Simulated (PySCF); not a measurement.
A structure optimised at B3LYP-D3(BJ)/def2-SVP, used in a PySCF frequency run:

```xyz
11

Si     0.0000     0.0000     0.5529
C      1.5558     0.0000    -0.5148
C     -1.5558     0.0000    -0.5148
H      0.0000     1.2067     1.4370
H      0.0000    -1.2067     1.4370
H      1.5873    -0.8913    -1.1625
H      2.4657     0.0000     0.1065
H      1.5873     0.8913    -1.1625
H     -2.4657     0.0000     0.1065
H     -1.5873    -0.8913    -1.1625
H     -1.5873     0.8913    -1.1625
```
Charge 0, spin multiplicity 1.

Write its SMILES, formula and point group.

C[SiH2]C, C2H8Si, C2v

What are its rotational constants (standard atomic weights)?

16.471, 5.8290, 4.8083 GHz
